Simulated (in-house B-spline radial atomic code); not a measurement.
**Neutral iron: [Ar] (3d5/2)6 4s2 (an excited or competing configuration)**

Method: Dirac-Hartree-Fock, average of the jj configuration, Fermi nucleus of rms radius 3.7377 fm. Calculated with an all-electron radial atomic-structure program (B-spline basis).

Screening seen three ways: the hydrogenic charge with the same mean radius, Z_r = [3n² - l(l+1)]/(2<r>), the one with the same energy, Z_e = n√(-2ε), and Slater's rules. Values are occupation-weighted means over j.

```tsv
shell	electrons	ε (eV)	<r> (bohr)	Z_r	Z_e	Slater
1s	2	-7179.2	0.05842	25.68	22.97	25.70
2s	2	-883.67	0.2652	22.63	16.12	21.85
2p	6	-749.32	0.2349	21.29	14.84	21.85
3s	2	-116.13	0.81	16.67	8.76	14.75
3p	6	-75.454	0.8612	14.52	7.06	14.75
3d	6	-16.395	1.09	9.63	3.29	6.25
4s	2	-7.1675	3.207	7.48	2.90	3.75
```

The least bound orbital is 4s1/2 at -7.168 eV, and it is also the most diffuse (<r> = 3.207 bohr). The part-filled 3d shell lies below the filled 4s shell in orbital energy.

For the 1s electron the small component carries 0.875 % of the norm, the zero-frequency Breit interaction raises the level by 8.357 eV, self-energy by 4.123 eV, and vacuum polarisation lowers it by 0.3513 eV.
